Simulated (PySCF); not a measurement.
The dipole of `CC/C(=C/C[SiH3])CCF` from its density and from atomic charges.

Coordinates (GFN2-xTB, Å) and charges (e) from the PBE0/pcSseg-1 density (PySCF):

| atom | x | y | z | Mulliken | IAO | Hirshfeld | ESP-fitted |
| --- | --- | --- | --- | --- | --- | --- | --- |
| C1 | -2.903 | -1.070 | 0.030 | -0.2601 | -0.4121 | -0.1172 | -0.1429 |
| C2 | -1.829 | -0.375 | -0.810 | -0.1549 | -0.2518 | -0.0676 | +0.0580 |
| C3 | -0.567 | -0.157 | -0.016 | -0.3743 | -0.0090 | +0.0067 | -0.3146 |
| C4 | 0.453 | -1.005 | -0.106 | -0.1014 | -0.1639 | -0.0537 | -0.0284 |
| C5 | 1.763 | -0.938 | 0.596 | -0.4540 | -0.5336 | -0.1538 | -0.5344 |
| Si6 | 3.180 | -0.516 | -0.615 | +0.5071 | +0.6119 | +0.3184 | +0.4261 |
| C7 | -0.569 | 1.056 | 0.876 | -0.1924 | -0.2804 | -0.0789 | +0.0008 |
| C8 | 0.063 | 2.249 | 0.165 | +0.1889 | +0.0566 | +0.0252 | +0.1038 |
| F9 | 0.039 | 3.359 | 0.978 | -0.3464 | -0.3340 | -0.1303 | -0.2735 |
| H10 | -2.548 | -2.044 | 0.357 | +0.1136 | +0.1416 | +0.0369 | +0.0494 |
| H11 | -3.812 | -1.207 | -0.551 | +0.1151 | +0.1404 | +0.0411 | +0.0372 |
| H12 | -3.144 | -0.481 | 0.912 | +0.1128 | +0.1357 | +0.0381 | +0.0438 |
| H13 | -1.614 | -0.991 | -1.686 | +0.1158 | +0.1366 | +0.0396 | +0.0185 |
| H14 | -2.213 | 0.586 | -1.159 | +0.1138 | +0.1306 | +0.0382 | +0.0428 |
| H15 | 0.354 | -1.849 | -0.778 | +0.0833 | +0.1341 | +0.0395 | +0.1465 |
| H16 | 1.740 | -0.209 | 1.406 | +0.1469 | +0.1462 | +0.0423 | +0.2040 |
| H17 | 1.977 | -1.911 | 1.043 | +0.1593 | +0.1577 | +0.0460 | +0.1733 |
| H18 | 2.901 | 0.764 | -1.270 | -0.0875 | -0.1217 | -0.0760 | -0.1145 |
| H19 | 3.275 | -1.566 | -1.629 | -0.0827 | -0.1191 | -0.0771 | -0.0966 |
| H20 | 4.430 | -0.434 | 0.142 | -0.0866 | -0.1198 | -0.0781 | -0.1013 |
| H21 | -0.017 | 0.869 | 1.799 | +0.1362 | +0.1430 | +0.0409 | +0.0564 |
| H22 | -1.594 | 1.319 | 1.146 | +0.1268 | +0.1424 | +0.0429 | +0.0873 |
| H23 | 1.112 | 2.058 | -0.080 | +0.1173 | +0.1340 | +0.0361 | +0.0897 |
| H24 | -0.488 | 2.513 | -0.743 | +0.1035 | +0.1347 | +0.0413 | +0.0684 |

Problem. What dipole does each set of charges give (1 e·Å = 4.803 D), and what does the density give?

Solution. The full density gives (-0.32, -1.75, -0.66) D, 1.90 D in size; dipole vectors point from the negative to the positive end.

```csv
scheme,μx,μy,μz,size (D),share of the full size (%),angle to the full dipole (°)
Mulliken,0.82,-1.71,-1.56,2.46,129,36
IAO,0.50,-2.38,-2.05,3.18,167,27
Hirshfeld,0.05,-1.17,-0.63,1.33,70,14
ESP-fitted,-0.33,-1.78,-0.63,1.92,101,1
```

Problem. Which set comes closest?

Solution. Length of the difference vector: ESP-fitted 0.04 D, Hirshfeld 0.69 D, Mulliken 1.46 D, IAO 1.73 D. Closest: ESP-fitted. ESP charges are fitted to the potential around the molecule, whose slowest-falling term is the dipole's. 

Problem. What is left for the Hirshfeld atoms' own dipoles?

Solution. The Hirshfeld atoms' densities add up to the full density, so μ = Σ q r + Σ (atomic dipoles). The atomic dipoles sum to (-0.32, -1.75, -0.66) − (0.05, -1.17, -0.63) = (-0.37, -0.58, -0.03) D, 0.69 D in size.

Problem. With the origin at the mean of the coordinates, (0.000, 0.001, 0.000) Å, which are the largest single terms, by size, of the IAO dipole along the direction of the full one?

Solution. F9 +5.52, C1 -2.91, C7 +1.59, H10 +1.49, H23 -1.32 D; all 24 atoms together +2.82 D. The single terms depend on the origin, their sum doesn't.

Problem. Give the size of the full dipole in other units.

Solution. 1.90 D = 0.748 au = 0.396 e·Å = 6.35 × 10⁻³⁰ C·m.

Geometry: GFN2-xTB, one conformer, isolated molecule.

The run behind these numbers computed NMR shieldings as well. Time: 2.5 min; peak memory 1.1 GiB. Hardware: Intel Xeon at 2.50 GHz, one thread (shared host).

The values belong to the conformer `[CH3:1][CH2:2]/[C:3](=[CH:4]/[CH2:5][SiH3:6])[CH2:7][CH2:8][F:9]`: C1–C2–C3–C4 97°, C3–C4–C5–Si6 -110°, C2–C3–C7–C8 -94°, C3–C7–C8–F9 179°.
